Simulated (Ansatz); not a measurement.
tri-p-tolylsulfonium bromide, `Cc1ccc([S+](c2ccc(C)cc2)c2ccc(C)cc2)cc1.[Br-]` was relaxed with PBE-D4 (def2-SVP) in Ansatz in these states: charge -1 doublet, neutral singlet. The geometries follow in no particular order.

Single mean-field runs in def2-SVP are fitted with def2-universal-jkfit.

A:

```xyz
44

C     3.113    1.116   -4.636
C     2.188    0.522   -3.606
C     0.990   -0.119   -3.993
C     0.148   -0.719   -3.052
C     0.498   -0.658   -1.693
S    -0.689   -1.376   -0.544
C    -1.655    0.161   -0.126
C    -2.788   -0.061    0.677
C    -3.651    0.999    0.969
C    -3.423    2.292    0.448
C    -4.373    3.421    0.754
C    -2.295    2.483   -0.373
C    -1.412    1.430   -0.666
C     0.183   -1.547    1.046
C     0.410   -0.431    1.872
C     1.055   -0.614    3.102
C     1.464   -1.893    3.534
C     2.182   -2.076    4.846
C     1.200   -2.991    2.690
C     0.570   -2.834    1.449
C     1.673   -0.027   -1.271
C     2.512    0.552   -2.236
H     3.704    1.957   -4.221
H     3.838    0.355   -4.999
H     2.558    1.484   -5.522
H     0.719   -0.166   -5.059
H    -0.757   -1.257   -3.365
H    -2.989   -1.066    1.083
H    -4.529    0.819    1.610
H    -5.380    3.222    0.331
H    -4.506    3.551    1.848
H    -4.016    4.382    0.336
H    -2.097    3.481   -0.795
H    -0.536    1.610   -1.306
H     0.078    0.572    1.570
H     1.241    0.263    3.742
H     1.959   -3.062    5.299
H     1.913   -1.286    5.575
H     3.283   -2.027    4.700
H     1.497   -4.004    3.008
H     0.404   -3.681    0.758
H     1.946    0.004   -0.207
H     3.445    1.038   -1.909
Br    0.323   -3.819   -1.669
```

B:

```
atom   x (Å)   y (Å)   z (Å)
  C1  -1.241   5.114   1.757
  C2  -0.575   3.849   1.281
  C3   0.649   3.905   0.560
  C4   1.274   2.751   0.090
  C5   0.683   1.494   0.346
  S6   1.339   0.092  -0.589
  C7   0.077  -0.438  -1.723
  C8   0.421  -0.321  -3.100
  C9  -0.544  -0.461  -4.090
 C10  -1.916  -0.695  -3.764
 C11  -2.954  -0.810  -4.847
 C12  -2.248  -0.794  -2.396
 C13  -1.294  -0.671  -1.380
 C14   1.298  -1.209   0.701
 C15   0.749  -2.470   0.440
 C16   0.850  -3.476   1.415
 C17   1.519  -3.244   2.635
 C18   1.638  -4.326   3.680
 C19   2.091  -1.971   2.849
 C20   1.995  -0.949   1.895
 C21  -0.520   1.405   1.080
 C22  -1.133   2.582   1.535
 H23  -2.114   4.898   2.406
 H24  -0.540   5.755   2.335
 H25  -1.605   5.736   0.908
 H26   1.131   4.883   0.392
 H27   2.259   2.775  -0.407
 H28   1.470  -0.115  -3.370
 H29  -0.244  -0.395  -5.149
 H30  -3.094   0.148  -5.402
 H31  -2.677  -1.571  -5.613
 H32  -3.943  -1.096  -4.435
 H33  -3.300  -0.979  -2.116
 H34  -1.593  -0.793  -0.331
 H35   0.244  -2.660  -0.518
 H36   0.402  -4.464   1.221
 H37   2.701  -4.566   3.898
 H38   1.141  -5.263   3.357
 H39   1.180  -4.016   4.644
 H40   2.642  -1.776   3.784
 H41   2.505   0.025   2.020
 H42  -0.940   0.422   1.342
 H43  -2.066   2.512   2.121
Br44   4.280   1.182   0.534
```

Q: Judge from the bond lengths which geometry belongs to which state (an estimate).

A: A is the neutral singlet (S6–C7 1.862 Å, C7–C13 1.401 Å, C7–C8 1.407 Å); B is the charge -1 doublet (S6–C7 1.778 Å, C7–C13 1.432 Å, C7–C8 1.424 Å).

At PBE-D4/def2-SVP the highest occupied level of the relaxed charge -1 doublet lies above zero (up to 0.66 eV). By energy differences its removal costs 0.89 eV (each at its own geometry, to the charge 0 singlet, at PBE0-D4/def2-TZVP). The charge -1 doublet has come apart into loosely held pieces.
